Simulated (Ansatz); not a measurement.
Reactions of C2H8GeSi, SMILES `[GeH3][CH]1C[SiH2]1`.

Calculated with Ansatz (gas phase, PBE0-D4/def2-TZVP geometries, no zero-point term in ΔE). CCSD(T)/CBS adds triple-zeta CCSD(T) − MP2 to the extrapolated MP2 energy (def2 sets, frozen cores). Functionals use def2-TZVPP. For Br, Ge outer-core shells are correlated without core-valence functions, which leaves a few kJ/mol of doubt a bond. Scalar relativity is left out up to krypton. Each species was taken in one conformer, which may not be the lowest.

```csv
reaction,PBE0-D4 (kJ/mol),r2SCAN-D4 (kJ/mol),ωB97X-V (kJ/mol),B2PLYP (kJ/mol),CCSD(T)/CBS(def2) (kJ/mol)
`[GeH3][CH]1C[SiH2]1` + `[SH][GeH2][Cl]` → `[Cl][GeH2][S][GeH3]` + `C1C[SiH2]1`,-59,-59,-56,-56,-53
`[GeH3][CH]1C[SiH2]1` → `C1[CH2][GeH2][SiH2]1`,-82,-74,-76,-74,-77
`[GeH3][CH]1C[SiH2]1` → `C=[C]([SiH3])[GeH3]`,-12,-17,-20,-32,-28
`[GeH3][CH]1C[SiH2]1` + `[SiH3]S` → `S[SiH2][GeH3]` + `C1C[SiH2]1`,-30,-28,-22,-21,-18
`[GeH3][CH]1C[SiH2]1` → `C[SiH]1[CH2][GeH2]1`,-68,-68,-57,-62,-63
`[GeH3][CH]1C[SiH2]1` + HBr → `BrC1C[SiH2]1` + GeH₄,51,51,50,49,57
`[GeH3][CH]1C[SiH2]1` → `[SiH3][CH]1[CH2][GeH2]1`,7,7,8,4,-2
```

Largest T1 diagnostic: 0.012, for `C=[C]([SiH3])[GeH3]`.
